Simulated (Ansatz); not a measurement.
Cartesian coordinates in Å:
```
C -1.6911 -0.0459 0.4403
Si -0.1482 -0.8207 -0.2901
Si 1.6401 0.6930 -0.2218
F 1.8687 1.1734 1.2839
F 2.9887 -0.0168 -0.6915
H -2.5234 -0.7525 0.4130
H -1.9843 0.8453 -0.1187
H -1.5224 0.2433 1.4797
H -0.3653 -1.1975 -1.7148
H 0.2470 -2.0432 0.4613
H 1.4903 1.9217 -1.0415
```

Charge 0, multiplicity 1.

(1) List the PBE/def2-TZVPP orbital energies in eV (Ansatz). (Best estimate.)

## Answers

(1) Computed: Occupied: -1781.20, -1779.64, -660.01, -660.00, -269.02, -138.76, -137.42, -95.56, -95.50, -95.43, -94.15, -94.14, -94.13, -29.96, -29.49, -17.68, -14.10, -12.76, -11.86, -11.32, -10.96, -10.40, -10.33, -10.16, -9.89, -9.36, -8.40, -8.30, -6.99. Lowest empty: -1.29, -1.00, 0.27, 0.54, 0.84, 1.37, 1.39, 1.89.
